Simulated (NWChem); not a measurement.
System: MgF cation; SMILES [F][Mg+]

The following NWChem deck was run.

```
start job
memory heap 200 mb stack 700 mb global 900 mb
charge 1
geometry units angstroms noautoz
  Mg     0.000000     0.000000    -0.744676
  F      0.000000     0.000000     0.993336
end
basis spherical
  Mg library 6-31g*
  F library 6-31g*
end
dft
  xc xpbe96 cpbe96
  iterations 150
  mulliken
end
task dft energy
```

Coordinates come from a PBE-D3(BJ)/def2-SVP optimisation.

Q: Give the results of this calculation. (PBE/6-31G* (spherical d).) Quantities: basis functions; energy (Ha); highest occupied level (eV); orbital gap (eV).

A: 
* **number of basis functions**: 32
* **energy (Ha)**: -299.43
* **highest occupied level (eV)**: -13.45
* **orbital gap (eV)**: 2.74
